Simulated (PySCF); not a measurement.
PySCF job for CrO2F2, SMILES [F][Cr](=[O])(=[O])[F], multiplicity 1, TDA-PBE/def2-SVPD. Coordinates come from a PBE0-D3(BJ)/def2-SVP optimisation. The spin state was assumed, not searched. The isomer is the one that the SMILES or the coordinates give; other isomers of the formula were not compared.

```python
import numpy as np
from pyscf import gto, scf, dft, tdscf

mol = gto.M(
    atom='''
    Cr    0.00000000    0.00000000    0.05173316
    O     0.00000002    1.23511891    0.94597572
    O     0.00000001   -1.23511891    0.94597574
    F    -1.38331331   -0.00000000   -0.90984485
    F     1.38331328   -0.00000001   -0.90984488
    ''',
    basis='def2-SVPD',
    charge=0,
    spin=0,
    symmetry=True,
    max_memory=1600,
    verbose=4,
)
mf = dft.RKS(mol, xc='pbe').density_fit(auxbasis='def2-universal-jkfit')
mf.grids.level = 3
mf.conv_tol = 1e-9
mf.max_cycle = 100
mf.kernel()
mf.grids = dft.Grids(mol).set(level=1).build(with_non0tab=True)  # coarser grid for the response kernel
td = tdscf.TDA(mf)
td.singlet = True
td.nstates = 10
td.conv_tol = 1e-4
td.positive_eig_threshold = 1e-6
td.kernel(x0=td.get_init_guess(mf, 15))
td.analyze()
tt = tdscf.TDA(mf)
tt.singlet = False
tt.nstates = 4
tt.conv_tol = 1e-4
tt.positive_eig_threshold = 1e-6
tt.kernel(x0=tt.get_init_guess(mf, 9))
tt.analyze(verbose=3)
```

It prints:

```
PySCF version 2.14.0

[INPUT] verbose = 4
[INPUT] num. atoms = 5
[INPUT] num. electrons = 58
[INPUT] charge = 0
[INPUT] spin (= nelec alpha-beta = 2S) = 0
[INPUT] symmetry True subgroup None
[INPUT] Mole.unit = angstrom
[INPUT] Symbol           X                Y                Z      unit          X                Y                Z       unit  Magmom
[INPUT]  1 Cr     0.000000000000   0.000000000000   0.051733160000 AA    0.000000000000   0.000000000000   0.097761503958 Bohr   0.0
[INPUT]  2 O      0.000000020000   1.235118910000   0.945975720000 AA    0.000000037795   2.334036471171   1.787635031288 Bohr   0.0
[INPUT]  3 O      0.000000010000  -1.235118910000   0.945975740000 AA    0.000000018897  -2.334036471171   1.787635069083 Bohr   0.0
[INPUT]  4 F     -1.383313310000   0.000000000000  -0.909844850000 AA   -2.614083300366   0.000000000000  -1.719357582346 Bohr   0.0
[INPUT]  5 F      1.383313280000  -0.000000010000  -0.909844880000 AA    2.614083243674  -0.000000018897  -1.719357639038 Bohr   0.0

nuclear repulsion = 356.24920312561
point group symmetry = C2v
symmetry origin: [-9.77444455e-10 -2.93233364e-09 -1.62907425e-09]
symmetry axis x: [ 1.00000000e+00 -2.55972958e-09  1.92201480e-08]
symmetry axis y: [2.55972912e-09 1.00000000e+00 2.37421885e-08]
symmetry axis z: [-1.92201481e-08 -2.37421888e-08  1.00000000e+00]
num. orbitals of irrep A1 = 47
num. orbitals of irrep A2 = 17
num. orbitals of irrep B1 = 31
num. orbitals of irrep B2 = 31
number of shells = 48
number of NR pGTOs = 208
number of NR cGTOs = 126
basis = def2-SVPD
ecp = {}


[settings echo left out]
init E= -1394.05546038141
HOMO (B2) = -0.450490583099635  LUMO (A1) = -0.307056074211919  gap/eV = 3.90305
cycle= 1 E= -1393.67539160927  delta_E= 0.38  |g|= 0.946  |ddm|= 4.33
HOMO (A1) = -0.2025710012479  LUMO (B2) = -0.197421512637777  gap/eV = 0.14012
cycle= 2 E= -1385.37298944774  delta_E=  8.3  |g|= 6.76  |ddm|= 3.78
HOMO (B2) = -0.272497380254098  LUMO (A1) = -0.133421427557383  gap/eV = 3.78445
cycle= 3 E= -1393.68223616267  delta_E= -8.31  |g|= 0.842  |ddm|= 3.56
HOMO (B2) = -0.311344368945509  LUMO (A1) = -0.208437982933346  gap/eV = 2.80023
cycle= 4 E= -1393.76257267765  delta_E= -0.0803  |g|= 0.518  |ddm|= 0.851
HOMO (B2) = -0.3476298171132  LUMO (A1) = -0.234315040200332  gap/eV = 3.08345
cycle= 5 E= -1393.79111885696  delta_E= -0.0285  |g|= 0.341  |ddm|= 0.53
HOMO (B2) = -0.327404242002693  LUMO (A1) = -0.215445349409866  gap/eV = 3.04656
cycle= 6 E= -1393.8126034245  delta_E= -0.0215  |g|= 0.0409  |ddm|= 0.225
HOMO (B2) = -0.328080087781021  LUMO (A1) = -0.214404394380177  gap/eV = 3.09327
cycle= 7 E= -1393.81286237491  delta_E= -0.000259  |g|= 0.0081  |ddm|= 0.0227
HOMO (B2) = -0.327841929216469  LUMO (A1) = -0.214117412241084  gap/eV = 3.09460
cycle= 8 E= -1393.81287281762  delta_E= -1.04e-05  |g|= 0.00233  |ddm|= 0.00509
HOMO (B2) = -0.327829704663272  LUMO (A1) = -0.214068700743322  gap/eV = 3.09559
cycle= 9 E= -1393.81287352614  delta_E= -7.09e-07  |g|= 0.000707  |ddm|= 0.000906
HOMO (B2) = -0.327860054991126  LUMO (A1) = -0.214072081165269  gap/eV = 3.09633
cycle= 10 E= -1393.81287361875  delta_E= -9.26e-08  |g|= 8.78e-05  |ddm|= 0.000411
HOMO (B2) = -0.327863120389212  LUMO (A1) = -0.214073855156149  gap/eV = 3.09636
cycle= 11 E= -1393.81287362018  delta_E= -1.44e-09  |g|= 7.65e-06  |ddm|= 6.77e-05
HOMO (B2) = -0.327862951021964  LUMO (A1) = -0.214073885381827  gap/eV = 3.09636
cycle= 12 E= -1393.81287362019  delta_E= -1.07e-11  |g|= 1.76e-06  |ddm|= 3.41e-06
HOMO (B2) = -0.327862695617  LUMO (A1) = -0.214074180930718  gap/eV = 3.09634
Extra cycle  E= -1393.81287362016  delta_E= 3e-11  |g|= 1.49e-05  |ddm|= 7.39e-06
converged SCF energy = -1393.81287362016
tot grids = 28416
Overwritten attributes  positive_eig_threshold  of <class 'pyscf.tdscf.rks.TDA'>


******** <class 'pyscf.tdscf.rks.TDA'> for <class 'pyscf.df.df_jk.DFSymAdaptedRKS'> ********
nstates = 10 singlet
deg_eia_thresh = 1.000e-03
wfnsym = None
conv_tol = 0.0001
eigh lindep = 1e-12
eigh level_shift = 0
eigh max_cycle = 100


Excitation energies (eV)
[3.43431696 3.6607287  4.32221589 4.38985419 4.47615337 4.80628873
 4.97057813 5.14222738 5.16272716 5.16487352]

** Singlet excitation energies and oscillator strengths **
Excited State   1:   B2      3.43432 eV    361.02 nm  f=0.0044
      27 -> 31        0.12882
      29 -> 30       -0.67654
      29 -> 33        0.13409
Excited State   2:   B1      3.66073 eV    338.69 nm  f=0.0005
      27 -> 30       -0.10745
      29 -> 31        0.69823
Excited State   3:   A2      4.32222 eV    286.85 nm  f=0.0000
      28 -> 30        0.61958
      29 -> 32        0.33385
Excited State   4:   A2      4.38985 eV    282.43 nm  f=0.0000
      28 -> 30        0.32882
      29 -> 32       -0.62202
Excited State   5:   B1      4.47615 eV    276.99 nm  f=0.0064
      24 -> 30        0.11966
      27 -> 30        0.68298
      29 -> 31        0.10384
Excited State   6:   A1      4.80629 eV    257.96 nm  f=0.0000
      26 -> 30        0.53099
      28 -> 31       -0.46495
Excited State   7:   B2      4.97058 eV    249.44 nm  f=0.0009
      25 -> 30       -0.26632
      27 -> 31       -0.56873
      28 -> 32       -0.19812
      29 -> 33        0.23112
Excited State   8:   B2      5.14223 eV    241.11 nm  f=0.0013
      25 -> 30       -0.64762
      27 -> 31        0.19190
      28 -> 32        0.16006
      29 -> 33       -0.11496
Excited State   9:   A1      5.16273 eV    240.15 nm  f=0.0048
      26 -> 30       -0.34717
      27 -> 32       -0.45149
      28 -> 31       -0.39234
Excited State  10:   A2      5.16487 eV    240.05 nm  f=0.0000
      26 -> 31        0.69942

** Transition electric dipole moments (AU) **
state          X           Y           Z        Dip. S.      Osc.
  1         0.0000      0.2279     -0.0000      0.0519      0.0044
  2        -0.0780     -0.0000     -0.0000      0.0061      0.0005
  3        -0.0000      0.0000      0.0000      0.0000      0.0000
  4        -0.0000      0.0000      0.0000      0.0000      0.0000
  5        -0.2421     -0.0000      0.0000      0.0586      0.0064
  6         0.0000      0.0000     -0.0077      0.0001      0.0000
  7         0.0000      0.0849      0.0000      0.0072      0.0009
  8        -0.0000     -0.1003     -0.0000      0.0101      0.0013
  9         0.0000      0.0000     -0.1949      0.0380      0.0048
 10        -0.0000     -0.0000     -0.0000      0.0000      0.0000

** Transition velocity dipole moments (imaginary part, AU) **
state          X           Y           Z        Dip. S.      Osc.
  1        -0.0000     -0.0629      0.0000      0.0040      0.0209
  2         0.0046      0.0000     -0.0000      0.0000      0.0001
  3        -0.0000     -0.0000     -0.0000      0.0000      0.0000
  4        -0.0000     -0.0000      0.0000      0.0000      0.0000
  5         0.0262      0.0000      0.0000      0.0007      0.0028
  6         0.0000      0.0000     -0.0028      0.0000      0.0000
  7         0.0000     -0.0236      0.0000      0.0006      0.0020
  8         0.0000      0.0141     -0.0000      0.0002      0.0007
  9         0.0000      0.0000      0.0384      0.0015      0.0052
 10        -0.0000     -0.0000      0.0000      0.0000      0.0000

** Transition magnetic dipole moments (imaginary part, AU) **
state          X           Y           Z
  1        -0.3903      0.0000     -0.0000
  2         0.0000      0.8150     -0.0000
  3         0.0000     -0.0000      0.7596
  4        -0.0000      0.0000      0.2393
  5        -0.0000     -0.0694     -0.0000
  6         0.0000      0.0000      0.0000
  7        -0.7649     -0.0000      0.0000
  8        -0.8462     -0.0000      0.0000
  9         0.0000      0.0000      0.0000
 10        -0.0000     -0.0000     -1.2415


******** <class 'pyscf.tdscf.rks.TDA'> for <class 'pyscf.df.df_jk.DFSymAdaptedRKS'> ********
nstates = 4 triplet
deg_eia_thresh = 1.000e-03
wfnsym = None
conv_tol = 0.0001
eigh lindep = 1e-12
eigh level_shift = 0
eigh max_cycle = 100


Excitation energies (eV)
[2.81514018 3.25086112 3.9969664  4.00043936]

** Triplet excitation energies and oscillator strengths **
Excited State   1:   B2      2.81514 eV    440.42 nm  f=0.0000
Excited State   2:   B1      3.25086 eV    381.39 nm  f=0.0000
Excited State   3:   A2      3.99697 eV    310.20 nm  f=0.0000
Excited State   4:   A1      4.00044 eV    309.93 nm  f=0.0000
```

The calculation finished and met its thresholds.

Cost: around 28 core-seconds (rough).
